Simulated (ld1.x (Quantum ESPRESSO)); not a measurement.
# u(r) = r·R(r): atom against pseudo-atom (phosphorus (P))

Columns: radius, all-electron u(r) and pseudo u(r) of the 3s shell (level -45.61 eV) of phosphorus in the configuration [Ne] 3s2 3p0; PBE, scalar-relativistic, TM semilocal scheme, ld1.x (Quantum ESPRESSO) 7.5.

```
r (bohr)  all-electron  pseudo
   0.080        0.1940  0.0286
   0.160       -0.0820  0.0581
   0.240       -0.3211  0.0896
   0.320       -0.4264  0.1242
   0.400       -0.4125  0.1629
   0.480       -0.3175  0.2068
   0.560       -0.1764  0.2569
   0.640       -0.0156  0.3137
   0.720        0.1471  0.3773
   0.800        0.3003  0.4470
   0.880        0.4373  0.5209
   0.960        0.5549  0.5958
   1.040        0.6520  0.6678
   1.120        0.7288  0.7327
   1.200        0.7869  0.7866
   1.280        0.8276  0.8267
   1.360        0.8527  0.8523
   1.440        0.8639  0.8639
   1.520        0.8631  0.8631
   1.600        0.8521  0.8521
   1.680        0.8326  0.8326
   1.760        0.8064  0.8064
   1.840        0.7750  0.7750
   1.920        0.7399  0.7399
   2.000        0.7021  0.7021
   2.080        0.6628  0.6628
```

Q: How many radial nodes do the two functions have?

A: The all-electron 3s function has n − l − 1 = 2; the pseudo-wave has 0, since the states of the same l below it are removed with the core.

Q: At about which radius was the pseudo-wave matched?

A: 1.60 bohr. The columns agree to 0.0005 from 1.36 bohr on; several derivatives are matched, so the curves merge somewhat inside the radius.

Q: Is the pseudo-wave norm-conserving?

A: Yes: the TM semilocal scheme keeps the norm inside the radius equal to the all-electron one, which fixes the energy derivative of the logarithmic derivative at the level.
